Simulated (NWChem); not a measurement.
Molecule: C₃H₆F₂Si; SMILES FC1(F)C[C@H]1[SiH3]

Results from NWChem. Geometry: optimised at PBE0/def2-SVP. Static field.

Question: What does the run give for PBE/def2-SVPD? Quantities: isotropic polarisability (bohr³); anisotropy (bohr³).

Answer: 
| Quantity | Value |
|---|---|
| isotropic polarisability (bohr³) | 66.3 |
| anisotropy (bohr³) | 15.6 |
